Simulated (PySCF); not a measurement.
# Computed records: CH5GeNSi, CH4BGeN

Computed with PySCF 2.14.0. Calculation on a computer-drawn molecule: optimised geometry and harmonic frequencies of an isolated molecule of the commonest isotopes, restricted reference for singlets and unrestricted otherwise, frozen core in MP2; on germanium a core potential holds 10 electrons, which the energies leave out, and 3d is frozen in MP2 and coupled-cluster steps.

Common to all runs: charge 0; multiplicity 1; method HF; basis and core potential on germanium cc-pVDZ-PP ECP10MDF.

```yaml
- entry: 1
  formula: CH5GeNSi
  start_structure:
    atoms_angstrom:
      - [C, -0.9541, -0.3251, -2.6705]
      - [Ge, -2.2318, -0.7735, -1.093]
      - ["N", -1.0427, -0.548, 0.1669]
      - [Si, 0.1772, -0.3099, 1.2607]
      - [H, -0.1311, -0.974, -2.6229]
      - [H, -0.546, 0.7515, -2.4644]
      - [H, -1.4679, -0.3727, -3.6425]
      - [H, 0.4699, 0.9846, 1.9667]
      - [H, 1.0337, -1.3402, 1.7505]
  given:
    basis: "cc-pV(D+d)Z"
    drawn_bonds_atom: [1, 2, 3, 1, 1, 1, 4, 4]
    drawn_bonds_other_atom: [2, 3, 4, 5, 6, 7, 8, 9]
    drawn_bonds_order: [1, 1, 2, 1, 1, 1, 1, 1]
  results:
    optimised_atom_element: [C, Ge, "N", Si, H, H, H, H, H]
    "optimised_atom_x [angstrom]": [-0.9988, -2.108, -0.8189, 0.1679, -0.1403, -0.6103, -1.576, 0.3883, 1.004]
    "optimised_atom_y [angstrom]": [-0.3014, -0.7197, -0.4768, -0.311, -0.9798, 0.72, -0.3946, 0.9516, -1.395]
    "optimised_atom_z [angstrom]": [-2.713, -1.09, 0.1554, 1.353, -2.758, -2.638, -3.637, 2.08, 1.898]
    "modes_frequency [cm^-1]": [74.25, 92.93, 111.4, 232.5, 303.1, 450.7, 547.9, 654.9, 723.5, 748.1, 821.1, 1089, 1329, 1393, 1539, 1549, 2347, 2353, 3148, 3234, 3250]
    "modes_reduced_mass [dalton]": [1.053, 4.327, 3.774, 1.046, 4.956, 11.55, 4.125, 1.16, 1.174, 1.242, 1.278, 1.057, 1.23, 14.28, 1.054, 1.061, 1.055, 1.03, 1.033, 1.101, 1.104]
    "rotational_constants [GHz]": [9.335, 1.682, 1.463]
    "total_energy [hartree]": -677.5081
    "convergence_status_largest_gradient_component [hartree/bohr]": 1.345e-05
- entry: 2
  formula: CH4BGeN
  start_structure:
    atoms_angstrom:
      - ["N", -0.5874, -1.4519, 0.5589]
      - [C, -1.3152, -0.443, 1.2666]
      - [B, -2.5762, -0.4445, 1.8819]
      - [Ge, -4.2067, -0.185, 2.837]
      - [H, -0.8652, -2.3998, 0.8997]
      - [H, 0.429, -1.3555, 0.6107]
      - [H, -0.8851, 0.4662, 1.0865]
      - [H, -4.4336, -1.7674, 2.8411]
  given:
    basis: cc-pVDZ
    drawn_bonds_atom: [1, 2, 3, 1, 1, 2, 4]
    drawn_bonds_other_atom: [2, 3, 4, 5, 6, 7, 8]
    drawn_bonds_order: [1, 2, 1, 1, 1, 1, 1]
  results:
    optimised_atom_element: ["N", C, B, Ge, H, H, H, H]
    "optimised_atom_x [angstrom]": [-0.563, -1.295, -2.546, -4.256, -0.7908, 0.4256, -0.8632, -4.552]
    "optimised_atom_y [angstrom]": [-1.477, -0.4817, -0.4752, -0.1814, -2.413, -1.327, 0.5134, -1.739]
    "optimised_atom_z [angstrom]": [0.5999, 1.205, 1.891, 2.885, 0.8701, 0.568, 1.094, 2.868]
    "modes_frequency [cm^-1]": [110.1, 113.8, 325.0, 364.3, 439.1, 479.1, 630.5, 711.1, 896.7, 1170, 1192, 1357, 1653, 1796, 1988, 3278, 3779, 3887]
    "modes_reduced_mass [dalton]": [4.41, 3.494, 6.337, 1.08, 1.366, 1.669, 1.423, 1.945, 1.41, 1.099, 4.899, 1.733, 2.724, 1.173, 1.021, 1.084, 1.049, 1.1]
    "rotational_constants [GHz]": [46.21, 1.404, 1.365]
    "total_energy [hartree]": -412.6173
    "convergence_status_largest_gradient_component [hartree/bohr]": 3.171e-05
```
